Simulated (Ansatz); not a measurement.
```yaml
crystal:
  periodic: [false, false, false]
  atoms:
    - {symbol: C, position_ang: [-1.407853, 0.162752, 0.712344]}
    - {symbol: C, position_ang: [-0.323271, -0.279131, -0.273852]}
    - {symbol: Si, position_ang: [1.118720, -1.102097, 0.573938]}
    - {symbol: In, position_ang: [0.418849, 1.356596, -1.501253]}
    - {symbol: H, position_ang: [-2.270039, 0.612733, 0.212223]}
    - {symbol: H, position_ang: [-1.029158, 0.906623, 1.419247]}
    - {symbol: H, position_ang: [-1.784627, -0.678819, 1.305197]}
    - {symbol: H, position_ang: [-0.719325, -1.011832, -0.988167]}
    - {symbol: H, position_ang: [0.685189, -2.216172, 1.467391]}
    - {symbol: H, position_ang: [2.081158, -1.643568, -0.426453]}
    - {symbol: H, position_ang: [1.855070, -0.118596, 1.422658]}
    - {symbol: H, position_ang: [1.288775, 1.044819, -2.959456]}
    - {symbol: H, position_ang: [0.086512, 2.966695, -0.963827]}
basis:
  gaussian: {orbitals: def2-SVP, fitting: {mean_field: def2-universal-jkfit}}
hamiltonian: {xc: {name: HF}}
correlation: {method: mp2, frozen_orbitals: {C: 9}}
```

```sh
$ ansatz run in.yaml --threads 4 --pin off --events-out ev --progress --plain --max-ram 10444MiB
```

Shortened log:

```
Functional definition: HF
Error: "frozen_orbitals" has no count for Si
```

(1) What is wrong with this run?

Results:

(1) Frozen orbitals are typed for one element alone, and the program wants a count for each. The program refused the input.
